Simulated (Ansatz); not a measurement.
Input file for `ClCBr`:

```yaml
crystal:
  periodic: [false, false, false]
  atoms:
    - {symbol: Cl, position_ang: [-1.605331, 0.143731, 0.509972]}
    - {symbol: C, position_ang: [0.010478, 0.034482, -0.166866]}
    - {symbol: Br, position_ang: [1.322324, -0.616431, 1.090421]}
    - {symbol: H, position_ang: [0.327996, 1.024732, -0.475350]}
    - {symbol: H, position_ang: [-0.005568, -0.660315, -0.999677]}
basis:
  gaussian: {orbitals: def2-SVP}
correlation: {method: ccsd_t}
```

```sh
$ ansatz run in.yaml --threads 4 --pin off --events-out ev --progress --plain --max-ram 10444MiB
```

Log, shortened:

```
Functional definition: HF
716 factors; integrals over basis functions are off by at most 1.2e-3 eV
mean field evaluation 1: about -83550.1006 eV, gradient 1.6e1 eV
mean field evaluation 2: about -83550.1360 eV, gradient 1.6e1 eV
mean field evaluation 4: about -83551.0014 eV, gradient 2.0e0 eV
mean field evaluation 8: about -83551.0214 eV, gradient 1.2e-1 eV
mean field evaluation 16: about -83550.9813 eV, gradient 3.3e-1 eV
mean field -83551.02144706 eV, -3070.4434052631 hartree, gradient 7.6e-6 eV, S^2 0.000000; 0 other end points of the search recorded, 0 dependent functions left out
15 core orbitals not correlated: weight in the atoms' cores, before any rotation towards them, 1.000 or more for the frozen orbitals, at most 0.000 for the correlated occupied ones
reference -83551.02144706 eV, -3070.4434052631 hartree; 15, 15 occupied and 44, 44 virtual orbitals, 716 factors
second order -13.83444963 eV of doubles, -0.00000000 eV of singles
cycle   1  -14.15143044 eV  change   -3.2e-1 eV  update   7.0e-2
cycle   2  -14.46442702 eV  change   -3.1e-1 eV  update   2.0e-2
cycle   3  -14.51028657 eV  change   -4.6e-2 eV  update   8.1e-3
cycle   4  -14.50755846 eV  change    2.7e-3 eV  update   1.8e-3
cycle   5  -14.50882005 eV  change   -1.3e-3 eV  update   6.1e-4
cycle   6  -14.50871469 eV  change    1.1e-4 eV  update   1.7e-4
cycle   7  -14.50866743 eV  change    4.7e-5 eV  update   6.9e-5
cycle   8  -14.50868054 eV  change   -1.3e-5 eV  update   2.5e-5
perturbative correction -0.35765280 eV, -0.0131434980 hartree
Total energy: -83565.88778040 eV, -3070.9897329367 hartree
```

Run time 0.6 s (4 threads of an Arm Neoverse V2 on a shared host); peak host memory 0.16 GiB.

Correlation energy per correlated electron: -0.496 eV. T1 diagnostic: 0.0069.
